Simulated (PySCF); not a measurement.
# Correlation energy of Cu⁺ (copper, charge +1)

[Ar] 3d10, closed-shell 1S. All numbers are calculated (PySCF 2.14, no relativity, point nucleus, in 6-31G* (5s4p2d1f, 34 functions)). Frozen: [Ar]; 10 electrons correlated.

Total MP2 correlation energy: -241.84 mhartree.

Same-spin part -88.24 and opposite-spin part -153.60 mhartree; SCS-MP2 scales them by 1/3 and 6/5 to -213.73 mhartree.

```tsv
level	correlation energy (mhartree)
CCSD	-213.29
(T)	-5.73
CCSD(T)	-219.02
```

Diagnostics: T1 = 0.0053, D1 = 0.0075, largest double amplitude 0.031.

Q: Is a single reference adequate?

A: Yes: T1 lies below 0.03 and no double amplitude reaches 0.07.
